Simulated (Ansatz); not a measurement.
CH5BBrN (`NBCBr`), relaxed with RKS PBE-D4/def2-SVP in the Gaussian-basis code of Ansatz from a rough embedded geometry. The force threshold is 0.03 eV/Å; the program also tests the step.

The species carries charge 0 and has multiplicity 1.

Start:

```xyz
9

N    -0.853   -1.170    0.117
B     0.333   -0.377   -0.158
C     0.238    1.202   -0.088
Br   -0.118    1.768    1.649
H    -0.651   -1.853    0.936
H    -1.081   -1.821   -0.711
H     1.372   -0.918   -0.466
H    -0.476    1.541   -0.837
H     1.234    1.629   -0.441
```

Q: By how much does the energy fall, and how many steps does the optimiser take? (An estimate is asked.)

A: The calculation gave: 40.12 kcal/mol, in 13 steps.

Q: Which bonds change most? (Estimate.)

A: The calculation gave: C3–Br4 from 1.861 to 1.976 Å; N1–B2 from 1.453 to 1.390 Å; N1–H5 from 1.086 to 1.026 Å; N1–H6 from 1.078 to 1.019 Å.

Q: Give the relaxed structure. (Estimate.)

A: Ansatz gave: 
```xyz
9

N    -0.486   -1.344    0.210
B     0.242   -0.400   -0.505
C     0.327    1.118   -0.062
Br   -0.677    1.550    1.584
H    -0.997   -1.082    1.059
H    -0.559   -2.327   -0.051
H     0.842   -0.735   -1.514
H    -0.067    1.792   -0.848
H     1.375    1.427    0.128
```
